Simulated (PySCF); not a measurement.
# UHF on V (vanadium, neutral)

Configuration: [Ar] 3d3 4s1 4p1, one real determinant (an excited configuration). All numbers are calculated (PySCF 2.14, the non-relativistic Hamiltonian (point nucleus), in aug-cc-pVTZ with one added diffuse shell each of s, p, d, f, g type (9s8p6d4f3g, 118 functions)).

```json
{
 "Total energy": "-942.855360 hartree",
 "One-electron energy": "-1293.5612 hartree",
 "Hartree (Coulomb) energy": "395.0030 hartree",
 "Exchange energy": "-44.2971 hartree",
 "Kinetic energy": "942.91201 hartree",
 "⟨S²⟩": "8.7523",
 "⟨L²⟩": "14.024",
 "Sum of ⟨r⟩": "22.17 bohr",
 "Sum of ⟨r²⟩": "52.03 bohr²",
 "Traceless quadrupole moment −½Σ⟨3z² − r²⟩ along its main axis": "-10.3 e·bohr²",
 "Density at the nucleus (Gaussians lack the cusp)": "8120 bohr⁻³",
 "Spin density at the nucleus": "2.53 bohr⁻³",
 "Langevin diamagnetic susceptibility": "-41.2 ×10⁻⁶ cm³/mol"
}
```

```tsv
shell	electrons	mean orbital energy (eV)	spread (eV)	rms radius, mean of both spins (bohr)
1s α	1	-5484.1	0	0.0776
1s β	1	-5484.0	0	0.0776
2s α	1	-651.47	0	0.335
2s β	1	-649.71	0	0.335
2p α	3	-546.65	0.065	0.304
2p β	3	-544.94	0.043	0.304
3s α	1	-90.536	0	1.03
3s β	1	-84.461	0	1.03
3p α	3	-59.546	0.044	1.11
3p β	3	-52.301	0.264	1.11
3d α	3	-14.994	0.194	1.51
4s α	1	-8.702	0	3.66
4p α	1	-4.893	0	4.64
```

⟨L²⟩ = 14.02 against 20 for a pure G term, so this real determinant mixes terms.

Spin-orbit constants ζ (cm⁻¹) from the X2C one-electron operator on these orbitals (non-relativistic here): bare nucleus, nucleus screened by l(l+1)(2l+1)/3 electrons, and screened by the Breit-Pauli mean field of the electrons.

```csv
shell,bare,screened nucleus,mean field
2p,39500,36060,n/a
3p,4410,4026,n/a
3d,353.8,200.0,n/a
4p,184.2,168.2,n/a
```

To first order the Landé constant is A = 38.40 cm⁻¹, so the lowest level has J = 3/2 and lies 0.0595 eV below the centre of the term. This holds in LS coupling only.
